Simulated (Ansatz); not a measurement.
Consider the ligand exchange at the Al–O bond: `[OH][Al]([F])[SeH]` + H–F → `[F][Al]([F])[SeH]` + H₂O.

Isolated molecules relaxed with PBE0-D4/def2-TZVP in Ansatz; ΔE leaves out vibrations. CCSD(T)/CBS is the MP2 limit (def2-TZVPP, def2-QZVPP) plus CCSD(T) − MP2 in def2-TZVPP, frozen cores. This one scheme is used for every species. DFT in def2-TZVPP. B3LYP here is the variant with VWN-RPA as its local correlation; programs differ in this. HSE06 is defined as in plane-wave codes. For Se outer-core shells are correlated without core-valence functions, which leaves a few kJ/mol of doubt a bond. Scalar relativity is left out up to krypton. One conformer a species, not always the lowest.

`[OH][Al]([F])[SeH]`:

Cartesian coordinates in Å:
```
O 1.172 0.863 1.102
Al 0.384 -0.142 0.011
F 1.252 -1.346 -0.689
Se -1.838 0.091 -0.540
H 0.769 1.592 1.569
H -1.740 -1.058 -1.451
```

H–F:

```xyz
2

F    -0.372    0.191    0.192
H     0.372   -0.191   -0.192
```

`[F][Al]([F])[SeH]`:

Z-matrix (Å, degrees):
```
Al
F 1 1.637
Se 1 2.285 2 119.5
F 1 1.638 2 119.2 3 -180.0
H 3 1.470 1 89.9 2 179.9
```

H₂O:

```xyz
3

O    -0.075    0.081    0.373
H     0.767   -0.170   -0.012
H    -0.692    0.089   -0.361
```

```
             level  ΔE (kJ/mol)  difference from CCSD(T)/CBS
       LDA (SPW92)        -41.5                          5.4
            PBE-D4        -45.5                          1.4
         revPBE-D4        -45.1                          1.8
           BLYP-D4        -47.8                         -0.9
         r2SCAN-D4        -46.8                          0.1
            B97M-V        -50.9                         -4.0
        r2SCANh-D4        -46.3                          0.6
          HSE06-D4        -44.4                          2.5
          BHLYP-D4        -47.1                         -0.2
      CAM-B3LYP-D4        -47.3                         -0.4
           ωB97X-V        -46.9                          0.0
           ωB97M-V        -46.5                          0.4
            B2PLYP        -47.5                         -0.6
          PBE-QIDH        -44.5                          2.4
               PBE        -46.8                          0.1
              BLYP        -50.6                         -3.7
            r2SCAN        -47.2                         -0.3
              PBE0        -45.8                          1.1
             B3LYP        -49.2                         -2.3
           r2SCANh        -46.7                          0.2
           r2SCAN0        -46.0                          0.9
             BHLYP        -48.9                         -2.0
         CAM-B3LYP        -48.6                         -1.7
           LC-ωPBE        -46.8                          0.1
RPA@PBE/def2-TZVPP        -45.8                          1.1
       HF/def2-SVP        -51.6                         -4.7
      MP2/def2-SVP        -49.3                         -2.4
     CCSD/def2-SVP        -51.2                         -4.3
  CCSD(T)/def2-SVP        -50.8                         -3.9
     HF/def2-TZVPP        -49.9                         -3.0
    MP2/def2-TZVPP        -43.6                          3.3
SCS-MP2/def2-TZVPP        -45.5                          1.4
   CCSD/def2-TZVPP        -45.8                          1.1
CCSD(T)/def2-TZVPP        -44.9                          2.0
     HF/def2-QZVPP        -52.0                         -5.1
    MP2/def2-QZVPP        -45.5                          1.4
SCS-MP2/def2-QZVPP        -47.4                         -0.5
      HF/CBS(def2)        -52.3                         -5.4
     MP2/CBS(def2)        -45.6                          1.3
    CCSD/CBS(def2)        -47.8                         -0.9
       CCSD(T)/CBS        -46.9                            0
```

Largest T1 diagnostic among the species: 0.011.

At CCSD(T), def2-SVP lies −3.9 kJ/mol from the extrapolated value and def2-TZVPP +2.0 kJ/mol. In def2-TZVPP, CCSD(T) changes the Hartree–Fock value by +4.9 kJ/mol (the triples alone add +0.9 kJ/mol) and MP2 by +6.2 kJ/mol. Leaving LDA and LC-ωPBE aside and taking each functional with its dispersion term where it has one, the values spread over 6.5 kJ/mol, from B97M-V to HSE06-D4. LDA lies +5.3 kJ/mol from PBE without D4.
